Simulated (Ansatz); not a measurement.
The same path of C$_{2}$H$_{7}$AlO$_{2}$ (12 atoms, charge 0, multiplicity 1) was run twice with different band settings. Lost on the way: Al1–C2, C4–H5. Made: Al1–C4, C2–H5.

All numbers below come from RKS BHLYP-D4/def2-SVP in Ansatz.

Relaxed end points:

```xyz
12
Properties=species:S:1:pos:R:3
Al -0.167 0.378 0.813
C 1.490 -0.561 1.156
O -0.942 0.370 -0.684
C -0.837 -0.127 -1.967
H 0.060 -0.747 -2.112
O -0.897 1.258 2.055
H 2.298 -0.192 0.513
H 1.393 -1.633 0.955
H 1.808 -0.440 2.195
H -1.706 -0.746 -2.220
H -0.794 0.688 -2.700
H -1.706 1.753 1.997
```

```xyz
12
Properties=species:S:1:pos:R:3
Al -1.073 0.509 0.160
C 1.615 -0.576 0.565
O -0.638 1.104 -1.376
C -1.282 -0.223 -1.549
H 1.298 0.043 -0.281
O -1.259 0.925 1.765
H 2.608 -0.246 0.877
H 1.650 -1.620 0.252
H 0.943 -0.479 1.423
H -2.207 -0.166 -2.126
H -0.609 -0.964 -1.988
H -1.045 1.694 2.279
```

Common settings: movable images 5; climbing image yes; optimiser quadratic models (default); start path through a guess of the saddle point; force threshold 0.05 eV/Å; iteration limit 60; end points relaxed.

| run | spring |
| --- | --- |
| 1 | 5.0 eV/Å² |
| 2 | 0.1 eV/Å² |

(1) What does each run give, and how far can it be trusted?

Answers

(1) Run 1: converged after 31 iterations, highest image 3.768 eV above the first end. Neighbouring images differ by up to 3.3 eV, so the band resolves the path poorly. A vibrational analysis at the climbing image gives 2 clearly imaginary modes (1493i, 69i cm⁻¹): a point of higher order, so a lower path passes nearby.
Run 2: converged after 42 iterations, highest image 3.840 eV above the first end. Neighbouring images differ by up to 3.5 eV, so the band resolves the path poorly. The order of the stationary point at the top wasn't checked.
The orbitals stay closed-shell, which can raise the energy where a bond breaks towards radicals; this wasn't checked here.
